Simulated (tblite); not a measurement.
Compound: C3H11FN2Si2.
Z-matrix (Å and degrees, GFN2-xTB geometry), rows numbered from 1:
```
N 
C   1  1.4568
C   2  1.4969  1  109.45
C   3  1.3322  2  126.36  1   -23.28
N   4  1.3795  3  129.14  2    -3.02
Si  5  1.7691  4  123.05  3   -23.27
Si  5  1.7251  4  119.08  3   165.08
F   7  1.6133  5  106.70  4   -23.67
H   1  1.0152  2  111.39  3  -178.85
H   1  1.0149  2  109.64  3   -58.43
H   2  1.0966  1  107.83  3  -120.98
H   2  1.1006  1  111.86  3   121.18
H   3  1.0790  2  115.46  1   154.88
H   4  1.0835  3  116.71  2   175.56
H   6  1.4578  5  112.95  4   -29.14
H   6  1.4921  5   99.06  4  -134.52
H   6  1.4652  5  111.65  4   119.92
H   7  1.4514  5  109.91  4  -136.78
H   7  1.4551  5  113.95  4    90.48
```

Calculated harmonic vibrations of the isolated species, GFN2-xTB (tblite), most abundant isotopes, no scaling. This tight-binding method is rough: wavenumbers can miss measured ones by several per cent, in bad cases by 10 to 20. Modes of hydrogen on silicon can be 10 to 20 % off. One conformer, not necessarily the lowest.

Harmonic wavenumbers (cm⁻¹): 32.5, 53.9, 146.2, 167.1, 186.0, 204.1, 242.5, 261.4, 341.7, 411.9, 442.6, 481.3, 518.6, 541.8, 580.1, 594.9, 619.4, 722.2, 726.7, 737.1, 771.9, 782.2, 805.9, 890.3, 925.8, 941.0, 952.5, 1001.9, 1024.9, 1069.5, 1103.7, 1113.0, 1190.3, 1246.2, 1319.0, 1344.4, 1396.9, 1480.1, 1516.6, 1715.0, 2017.3, 2218.2, 2291.3, 2317.9, 2360.8, 2859.7, 2917.6, 3031.9, 3090.4, 3381.6, 3408.1.

A = 2350, B = 970.4, C = 760.8 MHz; mass 150.044 u (most abundant isotopes); point group C1, symmetry number 1.

Q: What is the zero-point energy?

A: Half the sum of the wavenumbers: 30249 cm⁻¹ = 361.86 kJ/mol.

Q: What is S at 298.15 K and 1 bar for an ideal gas of classical rigid rotors and harmonic oscillators?

A: Translation 171.35, rotation 123.87, vibration 134.05: S = 429.3 J/(mol K).

Q: And Cp and H(298.15 K) − H(0)?

A: Cp = 179.27 J/(mol K), of which vibrations give 146.01 (their classical limit is 51 R = 424.0); H(298.15 K) − H(0) = 31.18 kJ/mol without the zero-point energy, 21.27 from vibrations.

Q: Which modes carry the vibrational entropy at 298.15 K?

A: 32.5 cm⁻¹: 23.73; 53.9 cm⁻¹: 19.53; 146.2 cm⁻¹: 11.39; 167.1 cm⁻¹: 10.33; 186.0 cm⁻¹: 9.49; 204.1 cm⁻¹: 8.77 J/(mol K); the other 45 give 50.82 together.

Q: Blend soft modes into free rotors: weight 1/[1 + (100 cm⁻¹/ν̃)⁴] for the oscillator and the rest for a rotor with moment μB/(μ + B), μ = h/(8π²ν), B = 10⁻⁴⁴ kg m². What vibrational entropy results?

A: 122.24 J/(mol K) in place of 134.05, which changes −T·S at 298.15 K by +3.52 kJ/mol.

Q: How do the functions run with temperature in this model?

A: 
```tsv
T (K)	S (J/(mol K))	Cp (J/(mol K))	H − H(0) (kJ/mol)	G − H(0) (kJ/mol)	ln q(vib)
100	297.5	79.7	5.51	-24.24	2.02
200	368.0	130.0	15.97	-57.64	4.75
300	430.4	180.1	31.52	-97.60	7.60
500	542.0	258.0	75.88	-195.12	13.36
800	680.0	328.0	164.78	-379.21	21.56
1000	756.5	357.5	233.49	-523.04	26.56
```

q(vib) and H(0) count from the zero-point level.

Hindered rotation and anharmonicity are outside this model. Other conformers, if any are populated, would add a mixing term that is left out. The structure is chiral; the term R ln 2 for an equal mix with its mirror image is left out.

The run took 0.97 s of wall time on one thread of an Intel Xeon Platinum 8375C at 2.90 GHz, shared host with 128 logical CPUs at a one-minute load of 45. This covers the Hessian and the dipole derivatives.
